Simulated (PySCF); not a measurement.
ZrOF₂, SMILES [O]=[Zr]([F])[F], multiplicity 1.

Coordinates come from a PBE-D3(BJ)/def2-TZVP optimisation. The multiplicity is an assumed one; other spin states were not compared. The def2 effective core potentials stand for the cores of Zr; spin–orbit coupling is left out.

Level of theory: PBE-D3(BJ)/def2-TZVP (PySCF).

Frequencies are harmonic and unscaled.

| mode | ν (cm⁻¹) | IR (km/mol) | moving atoms (share of kinetic energy) |
|---|---|---|---|
| 1 | 113 | 57.3 | F 61 %, Zr 28 %, O 11 % |
| 2 | 180 | 16.4 | F 61 %, O 22 %, Zr 16 % |
| 3 | 233 | 8.2 | O 60 %, F 32 % |
| 4 | 610 | 86.5 | F 89 %, Zr 11 % |
| 5 | 629 | 200.1 | F 73 %, Zr 27 % |
| 6 | 932 | 163.9 | O 85 %, Zr 15 % |
